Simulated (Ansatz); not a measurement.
Mulliken charges of `[Cl][Ge]([Cl])([I])[I]` from r2SCAN/def2-TZVPP in Ansatz (PBE0-D4/def2-TZVP geometry).

```tsv
atom	x (Å)	y (Å)	z (Å)	charge (e)
Cl1	-0.631	-0.380	2.026	-0.247
Ge2	0.031	-0.048	0.026	0.787
Cl3	1.691	-1.341	-0.317	-0.247
I4	-1.801	-0.621	-1.555	-0.147
I5	0.760	2.316	-0.221	-0.147
```

Problem. By hand: the dipole of these point charges (1 e Å = 4.8032 D).

Solution. Σ q r = (-0.084, 0.138, -0.141) e Å, of length 0.214 e Å = 1.03 D.

Problem. How does the dipole of the full density compare? (Estimate.)

Solution. The calculation gave: (-0.085, 0.138, -0.141) e Å, 1.03 D; the point charges give 1.00 times that, at 0° from its direction.

Point charges leave out the atoms' own dipoles, such as those of lone pairs, and Mulliken's split depends on the basis, so the close match here is no proof of good charges.
